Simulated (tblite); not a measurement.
Species: C₁₇H₁₂Se.
Numbering: `[CH3:1][Se:2][c:3]1[cH:4][cH:5][cH:6][c:7]2[c:8]1-[c:9]1[cH:10][cH:11][cH:12][c:13]3[cH:14][cH:15][cH:16][c:17]-2[c:18]13` (hydrogens: H19, H20, H21 on C1; H22 on C4; H23 on C5; H24 on C6; H25 on C10; H26 on C11; H27 on C12; H28 on C14; H29 on C15; H30 on C16)

Computed with GFN2-xTB (tblite), gas phase: L-BFGS steps from a force-field or distance-geometry start until the largest atomic force falls under 0.01 eV/Å.

Step 37: E = -1243.2792 eV
```
atom  x, y, z in Å  |  force x, y, z in eV/Å
C1      4.0678    0.7178    0.8158   -0.020  -0.004  -0.016
Se2     3.3711    0.8136   -1.0158    0.012  -0.018   0.016
C3      2.0540   -0.6048   -0.8548    0.037   0.037  -0.017
C4      2.4609   -1.9060   -1.1405   -0.006   0.022   0.016
C5      1.5679   -2.9606   -1.0812    0.004   0.012   0.010
C6      0.2386   -2.7386   -0.7474   -0.011  -0.004  -0.015
C7     -0.1726   -1.4533   -0.4598    0.009   0.006   0.013
C8      0.7376   -0.3609   -0.5037    0.029  -0.003  -0.005
C9      0.0073    0.8564   -0.1462   -0.008  -0.008  -0.004
C10     0.3064    2.1884   -0.0004   -0.001  -0.018  -0.008
C11    -0.7231    3.0779    0.3651   -0.012  -0.009  -0.001
C12    -2.0176    2.6753    0.5835    0.001  -0.015   0.005
C13    -2.3637    1.3115    0.4496   -0.029  -0.007   0.002
C14    -3.6328    0.7144    0.6284   -0.008  -0.016   0.004
C15    -3.7931   -0.6387    0.4501    0.002  -0.001  -0.007
C16    -2.7303   -1.4895    0.0906    0.003  -0.001   0.003
C17    -1.4861   -0.9414   -0.0901   -0.015   0.004   0.003
C18    -1.3263    0.4492    0.0906   -0.023   0.016  -0.006
H19     4.8623    1.4558    0.8900    0.000  -0.013   0.011
H20     3.2707    0.9481    1.5182   -0.015   0.001  -0.003
H21     4.4598   -0.2801    0.9953    0.002   0.003   0.002
H22     3.4913   -2.0872   -1.4144   -0.024   0.029  -0.006
H23     1.9076   -3.9614   -1.3044    0.001   0.010  -0.005
H24    -0.4660   -3.5560   -0.7221    0.001  -0.023   0.016
H25     1.3011    2.5759   -0.1626    0.013  -0.013  -0.010
H26    -0.4748    4.1244    0.4722    0.011   0.001   0.000
H27    -2.7772    3.3942    0.8578    0.022  -0.006  -0.004
H28    -4.4785    1.3290    0.9051    0.027  -0.006  -0.008
H29    -4.7725   -1.0775    0.5857    0.020   0.023   0.009
H30    -2.9078   -2.5472   -0.0381   -0.022   0.003   0.006
```

Step 38: E = -1243.2796 eV
```
atom  x, y, z in Å  |  force x, y, z in eV/Å
C1      4.0612    0.7150    0.8155   -0.006  -0.006   0.000
Se2     3.3697    0.8145   -1.0166    0.013  -0.004   0.002
C3      2.0532   -0.6034   -0.8582    0.042   0.039  -0.015
C4      2.4616   -1.9040   -1.1432   -0.008   0.020   0.017
C5      1.5698   -2.9590   -1.0801    0.003   0.003   0.007
C6      0.2407   -2.7391   -0.7453   -0.015   0.007  -0.011
C7     -0.1718   -1.4537   -0.4595    0.006   0.012   0.011
C8      0.7374   -0.3608   -0.5052    0.027   0.010  -0.006
C9      0.0075    0.8571   -0.1478   -0.006  -0.013   0.003
C10     0.3073    2.1889   -0.0011   -0.005  -0.012  -0.007
C11    -0.7221    3.0787    0.3656   -0.006  -0.011  -0.007
C12    -2.0170    2.6762    0.5835    0.005  -0.019   0.011
C13    -2.3632    1.3121    0.4498   -0.021  -0.004  -0.005
C14    -3.6323    0.7145    0.6282    0.001  -0.013   0.006
C15    -3.7920   -0.6389    0.4502    0.001   0.005  -0.005
C16    -2.7286   -1.4902    0.0913   -0.021   0.005   0.008
C17    -1.4851   -0.9413   -0.0898   -0.017   0.009   0.009
C18    -1.3258    0.4498    0.0905   -0.023   0.006  -0.012
H19     4.8572    1.4511    0.8926   -0.005  -0.010   0.014
H20     3.2634    0.9445    1.5180   -0.009   0.001  -0.012
H21     4.4522   -0.2837    0.9935   -0.001   0.003   0.005
H22     3.4915   -2.0842   -1.4192   -0.022   0.028  -0.005
H23     1.9106   -3.9595   -1.3010    0.006  -0.007  -0.011
H24    -0.4618   -3.5581   -0.7173   -0.002  -0.022   0.016
H25     1.3025    2.5763   -0.1633    0.000  -0.017  -0.008
H26    -0.4725    4.1252    0.4726    0.003  -0.011   0.001
H27    -2.7766    3.3951    0.8588    0.029  -0.011  -0.009
H28    -4.4774    1.3304    0.9048    0.027  -0.019  -0.011
H29    -4.7721   -1.0765    0.5858    0.027   0.017   0.007
H30    -2.9056   -2.5484   -0.0368   -0.022   0.016   0.007
```

**Question.** Estimate the geometry and energy of step 39. (The exact step hangs on the optimiser's Hessian estimate; all steps are aligned on step 38, rigid shifts and turns removed.)

**Answer.** E = -1243.2800 eV, largest force 0.040 eV/Å
```
atom  x, y, z in Å  |  force x, y, z in eV/Å
C1      4.0544    0.7120    0.8152    0.008  -0.006   0.016
Se2     3.3688    0.8153   -1.0174    0.019   0.015  -0.014
C3      2.0532   -0.6013   -0.8618    0.022   0.033  -0.006
C4      2.4621   -1.9015   -1.1456   -0.006   0.009   0.012
C5      1.5719   -2.9574   -1.0789   -0.005  -0.002   0.004
C6      0.2426   -2.7393   -0.7432   -0.009   0.008  -0.005
C7     -0.1709   -1.4539   -0.4589   -0.001   0.022   0.008
C8      0.7377   -0.3604   -0.5067    0.018   0.019  -0.005
C9      0.0076    0.8575   -0.1493   -0.005  -0.009   0.008
C10     0.3082    2.1892   -0.0019   -0.008  -0.007  -0.007
C11    -0.7212    3.0792    0.3658    0.003  -0.013  -0.012
C12    -2.0163    2.6768    0.5836    0.010  -0.019   0.013
C13    -2.3630    1.3126    0.4500   -0.008   0.000  -0.010
C14    -3.6318    0.7144    0.6281    0.014  -0.005   0.004
C15    -3.7909   -0.6391    0.4501   -0.002   0.010  -0.001
C16    -2.7273   -1.4908    0.0922   -0.027   0.011   0.008
C17    -1.4843   -0.9410   -0.0895   -0.014   0.006   0.011
C18    -1.3257    0.4505    0.0901   -0.008  -0.011  -0.019
H19     4.8520    1.4462    0.8954   -0.008  -0.006   0.018
H20     3.2558    0.9408    1.5174   -0.004   0.001  -0.019
H21     4.4447   -0.2873    0.9919   -0.005   0.000   0.007
H22     3.4914   -2.0805   -1.4240   -0.015   0.023  -0.004
H23     1.9137   -3.9577   -1.2978    0.010  -0.016  -0.014
H24    -0.4576   -3.5606   -0.7122   -0.003  -0.011   0.015
H25     1.3038    2.5764   -0.1641   -0.014  -0.021  -0.006
H26    -0.4702    4.1258    0.4731   -0.006  -0.024   0.002
H27    -2.7754    3.3958    0.8596    0.028  -0.011  -0.009
H28    -4.4759    1.3314    0.9044    0.015  -0.024  -0.009
H29    -4.7712   -1.0753    0.5860    0.022   0.006   0.006
H30    -2.9038   -2.5493   -0.0353   -0.022   0.022   0.008
```

The energy changes by -0.0004 eV. The first-order estimate −F·Δx gives -0.0006 eV and the mean of the old and new forces, exact on a quadratic surface, -0.0004 eV. The step makes an angle of 78° with the force vector and moves no atom by more than 0.008 Å.

What follows is the cost of the whole relaxation. Hardware: Arm Neoverse V1, one thread, shared host with 32 logical CPUs at a one-minute load of 8.0. Cost: 2.5 s.
